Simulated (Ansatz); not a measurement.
Job for Ansatz (a first-principles code): R-r2SCAN/def2-TZVPPD on C3H4N2 (a complex), monomers drawn apart or pushed together. Files ending in .json are basis or fitting sets from the Basis Set Exchange.

Ansatz 0.2 input:
```yaml
crystal:
  periodic: [false, false, false]
  atoms:
    - {symbol: N, position_ang: [0.30354768, 1.69793685, 0.84836188]}
    - {symbol: N, position_ang: [0.31512451, 0.74417632, 0.31923992]}
    - {symbol: C, position_ang: [-0.04098333, -1.41505899, 2.96242148]}
    - {symbol: C, position_ang: [-0.05753049, -0.22677322, 3.48951741]}
    - {symbol: C, position_ang: [-0.07286844, 0.96548870, 4.00695364]}
    - {symbol: H, position_ang: [-0.95199954, -1.89158624, 2.61902976]}
    - {symbol: H, position_ang: [0.88444510, -1.96777882, 2.84835985]}
    - {symbol: H, position_ang: [0.04100647, 1.84791196, 3.38737356]}
    - {symbol: H, position_ang: [-0.19976300, 1.11619133, 5.07274882]}
basis:
  gaussian:
    orbitals: def2-TZVPPD.json
hamiltonian:
  xc: {name: r2SCAN}
scf: {lower_state_search: off}
```

Program output:

```
WARN ansatz: RAYON_NUM_THREADS=2 ignored (pool sized by the plan → 2); use --threads N
Functional definition: r2SCAN
these checks for a lower state are left out or cut short: stability, starts, cluster_reference, orbital_swaps, neighbouring_geometries, increment
integrals: 0.14 GiB planned
1116 factors; their error is unknown
mean field: 1.23 GiB planned
mean field evaluation 1: about -6144.6920 eV, gradient 6.2e1 eV
mean field evaluation 2: about -6143.1889 eV, gradient 6.4e1 eV
mean field evaluation 4: about -6153.4519 eV, gradient 6.8e0 eV
mean field evaluation 8: about -6153.5678 eV, gradient 2.2e-1 eV
mean field evaluation 16: about -6153.5364 eV, gradient 8.4e-4 eV
mean field -6153.53643159 eV, -226.1382928442 hartree, gradient 5.2e-6 eV, S^2 0.000000; 0 other end points of the search recorded, 0 dependent functions left out
reference -6153.53644330 eV, -226.1382932746 hartree; 18, 18 occupied and 235, 235 virtual orbitals, 1116 factors
Total energy: -6153.53644330 eV, -226.1382932746 hartree
Checks for a lower state left out: stability, starts, cluster_reference, orbital_swaps, neighbouring_geometries, increment
```

The run converged.

Cost: very roughly 5 core-seconds.
